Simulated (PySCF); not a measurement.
CsF, SMILES [F][Cs] (connectivity only; charge and spin as stated), charge +1, multiplicity 2.

Geometry optimised at PBE0-D3(BJ)/def2-TZVPD. The multiplicity is an assumed one; other spin states were not compared. The def2 effective core potentials stand for the cores of Cs; spin–orbit coupling is left out.

Two levels are set side by side: PBE/def2-TZVPD (PySCF) and M06-2X/def2-TZVPD (PySCF). Same geometry, gas phase. Differences are taken from unrounded values.

| quantity | M06-2X |
|---|---|
| α-spin orbital gap (eV) | 15.35 |
| β-spin orbital gap (eV) | 10.13 |
| mean polarisability (bohr³) | 19.4 |

Question: What does PBE give, and how far is it from M06-2X? (An estimate is asked for; the answer gives what the named calculation found.)

Answer: 
```
quantity                      PBE  PBE minus M06-2X
---------------------------  ----  ----------------
α-spin orbital gap (eV)      9.81             -5.54
β-spin orbital gap (eV)      0.99             -9.15
mean polarisability (bohr³)  19.9               0.6
```

Rough cost on one machine, each run with all the roots and properties that it gave: M06-2X against PBE within a factor of 2.
